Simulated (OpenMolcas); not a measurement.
**Cr2+: effect of the active space**

```yaml
Program: OpenMolcas
Method: MS-CASPT2 or its RAS form, IPEA 0.25 Eh, imaginary shift 0.1 Eh
Basis: ANO-RCC-VQZP
Scalar_Hamiltonian: DKH2, point nucleus
Spin-orbit_coupling: RASSI with atomic mean-field integrals over the reference wave functions, term energies averaged over their components
```

A. 4 electrons in 5 orbitals (3d); 2S+1 = 5 even, 5 roots; 2S+1 = 3 even, 45 roots; 2S+1 = 1 even, 50 roots; closed shells correlated: 3s 3p; CASPT2 step about 50 core-seconds
B. 4 electrons in 6 orbitals (3d 4s); 2S+1 = 5 even, 15 roots; 2S+1 = 3 even, 90 roots kept (CI in the orbitals of an earlier block); 2S+1 = 1 even, 84 roots kept (CI in the orbitals of an earlier block); closed shells correlated: 3s 3p; CASPT2 step of the order of 100 core-seconds
C. 10 electrons in 8 orbitals (RAS1 3p, at most 2 holes; RAS2 3d); 2S+1 = 5 even, 5 roots; 2S+1 = 3 even, 45 roots; 2S+1 = 1 even, 44 roots; closed shells correlated: 3s; CASPT2 step roughly 2 core-minutes
D. 4 electrons in 10 orbitals (3d 4d); 2S+1 = 5 even, 5 roots; 2S+1 = 3 even, 45 roots; 2S+1 = 1 even, 44 roots; closed shells correlated: 3s 3p; CASPT2 step of the order of 17 core-minutes

Energies in cm⁻¹ above 3d⁴ ⁵D₀, the measured ground level; measured values from Sugar and Corliss, J. Phys. Chem. Ref. Data 6, 317 (1977).

```csv
Level,A,B,C,D,Measured
3d⁴ ⁵D₀,0.0,0.0,0.0,0.0,0.0
3d⁴ ⁵D₁,67.2,72.0,69.9,68.4,62.2
3d⁴ ⁵D₂,199,213,207,203,183
3d⁴ ⁵D₃,389,416,405,398,357
3d⁴ ⁵D₄,634,676,659,649,576
3d⁴ ³P₀(1),16290,16420,16670,16770,16771
3d⁴ ³P₁(1),16690,16860,17090,17170,17169
3d⁴ ³H₄,17000,17180,17060,17340,17274
3d⁴ ³H₅,17140,17340,17200,17500,17397
3d⁴ ³H₆,17300,17510,17370,17670,17531
3d⁴ ³P₂(1),17410,17630,17830,17900,17851
3d⁴ ³F₂(1),18200,18390,18490,18620,18452
3d⁴ ³F₃(1),18260,18450,18550,18690,18511
3d⁴ ³F₄(1),18350,18530,18640,18780,18583
3d⁴ ³G₃,20670,20560,20870,20960,20704
3d⁴ ³G₄,20840,20740,21050,21150,20853
3d⁴ ³G₅,21000,20910,21210,21320,20996
3d⁴ ¹G₄(1),25340,25140,25570,25930,25139
3d⁴ ¹I₆,25690,25820,25640,26390,26015
3d⁴ ³D₃,25880,25410,26360,26190,25726
3d⁴ ³D₂,25940,25470,26410,26240,25781
3d⁴ ³D₁,26000,25540,26470,26290,25848
3d⁴ ¹F₃,36960,36540,37290,37650,37005
3d⁴ ³F₄(2),44060,43220,44010,44410,43287
```

Deviations, from unrounded energies. A percentage is the sum of absolute deviations over the sum of measured energies, with the sign that they share, or ± where signs differ.

```json
{"Against measurement": "mean absolute deviation (cm-1)", "Levels": "23", "A": "210", "B": "150", "C": "230", "D": "270"}
{"Against measurement": "fine structure of the ground term (%)", "Levels": "4", "A": "+9.4", "B": "+16.9", "C": "+13.7", "D": "+11.8"}
{"Against measurement": "other terms of the ground configuration (%)", "Levels": "19", "A": "±1.1", "B": "±0.7", "C": "±1.2", "D": "±1.4"}
```

B lies closest to measurement on these levels and D furthest from it. The largest miss of B in the table is 3d⁴ ¹F₃, by -460 cm-1. The ranking rests on the paired levels alone, and a cruder setting can come out closer through cancelling errors.

The spin-orbit steps hold different terms of 3d⁴ (B lacks a ¹S; C lacks a ¹D, a ¹S; D lacks a ¹D, a ¹S), which shifts levels as well.

The two smallest mean deviations differ by little beside CASPT2's spread within terms, so their order carries little weight.

Among A to D the level of the table that moves most is 3d⁴ ³F₄(2), by 1200 cm-1 (lowest in B, highest in D). Moves below CASPT2's spread within the term are not significant.

Term energies are means over components that CASPT2 splits; among the terms shown or strongly mixed into the levels shown the widest spread is 1500 cm-1 (3d⁴ ¹I, C). Over all roots computed the reference weight is 0.87 to 0.94 in B; the roots of lowest weight are the least certain, and an intruder state may touch them. The CASPT2 spread within a term exceeds the gap to the next term for 3d⁴ ³P(1) and 3d⁴ ³H, 3d⁴ ¹G(1) and 3d⁴ ¹I, 3d⁴ ¹I and 3d⁴ ³D, so the order of their levels is uncertain (figures for A; the like holds for B, C, D). Blocks of more than 70 roots (2S+1 = 3 even, 1 even) ran without multistate coupling (holds for B). Terms from blocks run as CI alone lack orbitals of their own (holds for B). Active for correlation alone: 3p; no level in the range computed is led by a configuration that opens it, so any true level of that kind is missing (holds for C). Active for correlation alone: 4d; no level in the range computed is led by a configuration that fills it, so any true level of that kind is missing (holds for D). Measured partners are found by configuration, term and J. A level has none where our copy of the source lacks it or the pairing is in doubt (some pairs that miss far off the trend of their configuration count as doubtful), and it then counts in no deviation. Levels of configurations outside the active space are missing. Levels that lie high or do not pair safely by name in every column are left out.

A number in round brackets counts repeated terms of one configuration in the order of the reference energies.
